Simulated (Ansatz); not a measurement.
This geometry of C$_{2}$H$_{8}$FNOSi (14 atoms, charge 0, multiplicity 1) is a first-order saddle point.

All numbers below come from Ansatz 0.2.0, RKS PBE0-D4/cc-pVDZ.

```xyz
14
Properties=species:S:1:pos:R:3
C -1.250 -1.367 1.216
O -0.016 -1.200 0.552
Si 0.560 0.324 0.135
N 2.210 0.157 -0.343
C -0.410 0.996 -1.351
F -1.762 1.028 -0.996
H -1.329 -2.417 1.534
H -2.101 -1.131 0.555
H -1.328 -0.727 2.115
H 0.328 1.219 1.321
H 2.539 0.613 -1.186
H 2.946 0.117 0.353
H -0.297 0.342 -2.233
H -0.103 2.017 -1.643
```

**Question.** Which two structures does it join? (They come from a converged band through this point; their orientation in space is the band's.)

**Answer.** No bond is made or broken. The dihedral O2–Si3–N4–H11 goes from -73 to 56°. The two ends are copies of one structure, up to a mirror image or an exchange of like atoms.

First end point:

```xyz
14
Properties=species:S:1:pos:R:3
C -1.079 -1.209 1.427
O 0.168 -0.967 0.808
Si 0.551 0.491 0.056
N 2.185 0.502 -0.520
C -0.582 0.731 -1.447
F -1.917 0.655 -1.033
H -1.055 -2.220 1.861
H -1.912 -1.148 0.707
H -1.277 -0.488 2.243
H 0.384 1.623 1.024
H 2.906 0.589 0.193
H 2.446 -0.253 -1.151
H -0.411 -0.048 -2.213
H -0.419 1.712 -1.926
```

Last end point:

```xyz
14
Properties=species:S:1:pos:R:3
C -1.084 -1.209 1.424
O 0.159 -0.976 0.795
Si 0.550 0.486 0.054
N 2.188 0.499 -0.510
C -0.576 0.736 -1.452
F -1.911 0.655 -1.040
H -1.059 -2.215 1.870
H -1.921 -1.156 0.708
H -1.277 -0.479 2.232
H 0.377 1.612 1.029
H 2.455 -0.250 -1.145
H 2.903 0.582 0.209
H -0.403 -0.036 -2.223
H -0.414 1.721 -1.923
```

**Question.** How far does it lie above each of them?

**Answer.** 0.091 eV above the first and 0.091 eV above the second. This is the barrier of this one path; another mechanism may lie lower.

The run took 3.1 min on 2 threads of AMD EPYC 9R14 (Zen 4) (shared host), peak memory 0.34 GiB.
